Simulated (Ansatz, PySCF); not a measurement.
Positional isomers: propene methyl+boryl. All species are isolated molecules in the gas phase. One relaxed conformer stands for each flexible species; it need not be the lowest. Strings in code marks are SMILES. Quantity: electronic energy of isomers of C4H9B relative to `BC=C(C)C` (H–B–C–C torsion 0°). Level 1: PBE-D3(BJ)/def2-TZVP // M06-2X/def2-TZVP (PySCF). Level 2: frozen-core CCSD(T)/cc-pVTZ // M06-2X/def2-TZVP (Ansatz, an electronic-structure program).

```tsv
case	level 1 (kcal/mol)	level 2 (kcal/mol)
`B/C(C)=C/C` (H–B–C–C torsion 180°)	3.0	2.7
`B/C=C/CC` (H–B–C–C torsion 0°, C–C–C–C torsion 121°)	3.8	2.6
`B/C(C)=C\C` (H–B–C–C torsion 179°)	3.9	3.6
`B/C=C\CC` (H–B–C–C torsion -180°, C–C–C–C torsion -118°)	5.8	withheld
`BC(=C)CC` (H–B–C–C torsion 3°, C–C–C–C torsion -112°)	7.1	4.9
`BCC(=C)C` (H–B–C–C torsion 15°, B–C–C–C torsion 110°)	8.3	7.0
`BC/C=C\C` (H–B–C–C torsion 141°, B–C–C–C torsion -37°)	10.2	9.5
```

Problem. Fit level 2 = a + b·x to the 6 complete rows by least squares, with x = level 1 in kcal/mol. Give a, b and the rms residual, and predict the withheld value.

Solution. Means of the 6 rows: x̄ = 6.05, ȳ = 5.05 kcal/mol. Σ(x − x̄)² = 42.375 and Σ(x − x̄)(y − ȳ) = 38.495, so b = 0.908 and a = ȳ − b·x̄ = -0.44 kcal/mol. The rms residual is 0.62 kcal/mol. At x = 5.8 the line gives 4.8 kcal/mol. The run for `B/C=C\CC` (H–B–C–C torsion -180°, C–C–C–C torsion -118°) gave 4.7 kcal/mol, so the line is off by 0.1 kcal/mol, within twice the rms residual.

Codes: Ansatz, PySCF.
